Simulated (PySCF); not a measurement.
C2H5F2NSi, SMILES C/N=C/[SiH](F)F. Heavy atoms are numbered as in [CH3:1]/[N:2]=[CH:3]/[SiH:4]([F:5])[F:6]. Hydrogens are named by the atom that carries them.

Geometry optimised at r2SCAN-D4/def2-SVP. The structure was generated by enumeration; whether it is a known compound was not checked. The values are those of a single conformer.

The numbers are results of PBE0/pcSseg-1 in PySCF, not measurements.

GIAO shieldings, no solvent; atoms alike by connectivity are averaged. δ = σ(ref) − σ: ¹³C against TMS (σ = 186.3 ppm); ¹⁵N against NH3 (σ = 267.4 ppm); ²⁹Si against TMS (σ = 352.7 ppm); ¹⁹F against CFCl3 (σ = 167.2 ppm); ¹H against TMS (σ = 31.56 ppm), references at their B3LYP-D3(BJ)/def2-TZVP geometries, non-relativistic.

Computed chemical shifts:
```tsv
nucleus	atoms	count	δ (ppm)
¹³C	C3 (CH)	1	180.3
¹³C	C1 (CH3)	1	60.6
¹⁵N	N2	1	474.3
²⁹Si	Si4 (SiH)	1	-25.3
¹⁹F	F5	2	-160.5
¹H	H on C3	1	8.73
¹H	H on Si4	1	5.02
¹H	H on C1	3	4.09
```
